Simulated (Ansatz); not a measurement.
(ZnO)2 ring (Zn2O2). The state is a singlet with charge 0. Geometry relaxed at r2SCAN-D4/def2-SVP.

```xyz
4

Zn    0.254    1.021   -0.458
O    -1.220   -0.075   -0.843
Zn   -0.254   -1.021    0.458
O     1.220    0.075    0.843
```

Question: Estimate the harmonic wavenumbers at RKS r2SCAN-D4/def2-SVP (Ansatz, unscaled). Is this a minimum?

Answer: 209, 294, 402, 452, 600, 653 cm⁻¹. Yes, no mode is imaginary beyond noise. Zero-point energy 15.6 kJ/mol. It took 29 s on 4 threads of Arm Neoverse V1 on a shared host.
